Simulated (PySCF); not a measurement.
Atom-mapped SMILES (the numbers label the heavy atoms): `[CH3:1][O:2][c:3]1[cH:4][cH:5][o:6][cH:7]1`. Hydrogens are named by the atom that carries them.

GIAO PBE0/pcSseg-1 shifts (PySCF 2.14, gas phase, non-relativistic, equivalent atoms averaged), each against references optimised in the same way as the molecule (TMS, H2O).

On the GFN2-xTB geometry: C3 159.6, C5 146.6, C7 125.2, C4 110.8, C1 58.4, O6 270.2, O2 74.2, H(C5) 7.33, H(C7) 7.00, H(C4) 6.45, H(C1) 3.83 ppm.

Task: What changes on the PBE0-D3(BJ)/def2-SVP geometry?

Result: 
```csv
atoms,δ (ppm),change
C3,156.9,-2.7
C5,145.7,-0.9
C7,123.1,-2.1
C4,109.0,-1.8
C1,56.5,-1.9
O6,271.8,+1.6
O2,73.2,-1.0
H(C5),7.16,-0.17
H(C7),6.90,-0.10
H(C4),6.34,-0.11
H(C1),3.57,-0.26
```

Bonds between heavy atoms that differ most (equivalent bonds averaged): O2–C3 1.355 → 1.340 Å, C3–C4 1.424 → 1.431 Å, C1–O2 1.407 → 1.400 Å, C7–C3 1.367 → 1.372 Å, O6–C7 1.353 → 1.357 Å. Mean change of bonds to hydrogen: C–H +0.013 Å.
